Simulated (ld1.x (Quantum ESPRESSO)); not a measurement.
# ruthenium PAW: all-electron and pseudo phase curves

```json
{
 "Element": "ruthenium (Ru)",
 "Generator": "ld1.x (Quantum ESPRESSO) 7.5",
 "Type": "PAW",
 "Functional": "LDA (PZ)",
 "Relativity": "scalar-relativistic",
 "Frozen core": "[Kr]",
 "Valence charge": "8",
 "Reference configuration": "4d7 5s1 5p0",
 "Partial waves": "5s (bound): rcut 2.15, rcutus 2.50 bohr; 5s channel at 1.3 Ry: rcut 2.15, rcutus 2.50 bohr; 5p (bound, empty): rcut 2.40, rcutus 2.90 bohr; 5p channel at 4.5 Ry: rcut 2.40, rcutus 2.90 bohr; 4d (bound): rcut 1.75, rcutus 2.10 bohr; 4d channel at 0.05 Ry: rcut 1.75, rcutus 2.10 bohr; 4f channel at 0.25 Ry: rcut 2.00, rcutus 2.60 bohr; 4f channel at 1 Ry: rcut 2.00, rcutus 2.60 bohr",
 "Local potential": "all-electron potential smoothed inside 1.85 bohr (lloc = -1)",
 "Core correction": "Bessel-smoothed model core, default radius (core density twice the valence density)",
 "Augmentation charge": "BESSEL, radius 1.85 bohr"
}
```

The phase is arctan(r·u′/u) with u = r·R(r), unwrapped; energies in Ry, scanned from -2 to 5 Ry. A pole is an energy at which the radial function vanishes at the test radius. The pseudo phase is shifted by a multiple of π to meet the all-electron one at the reference energy, and phase errors are pseudo minus all-electron; the curves can meet again beyond the range given. Levels narrower than the energy grid can be missing from the lists of poles. Where the grid stepped over a known ghost or core level, its pole and its step of π were put in at the level’s energy.

**Question.** For each channel, where are the poles, and over which energies does the pseudopotential scatter like the atom?

**Answer.**

```
channel  radius (bohr)  reference energy (Ry)  poles, all-electron  poles, pseudo  unbroken range about the reference energy with phases within 0.05 rad  phase error 1 Ry above the reference energy (rad)
      s           3.15                  -0.33                 0.88    -1.79, 0.88                                                            -1.8 to 3.3                                             -0.000
      p           3.15                  -0.08                 1.79     1.75, 4.90                                                              below 4.8                                             -0.005
      d           3.15                  -0.40          -0.24, 3.56    -0.24, 3.55                                                        the whole range                                             -0.000
      f           3.15                   0.25                 2.57           2.59                                                              below 3.4                                             +0.000
```

Note: ghost state, extra bound levels that the all-electron valence spectrum of the same l lacks: s at -24.4 eV. A true bound ghost makes a file unfit for plane-wave use.

Phases in the f channel:

```csv
E (Ry),all-electron,pseudo
-2.00,1.382,1.382
-1.52,1.364,1.364
-1.04,1.340,1.340
-0.56,1.306,1.306
-0.08,1.252,1.252
0.40,1.154,1.154
0.88,0.904,0.904
1.36,-0.143,-0.143
1.84,-1.221,-1.220
2.32,-1.495,-1.492
2.80,-1.633,-1.623
3.28,-1.779,-1.745
3.76,-2.181,-1.960
4.24,-4.001,-2.840
4.72,-4.484,-4.178
```
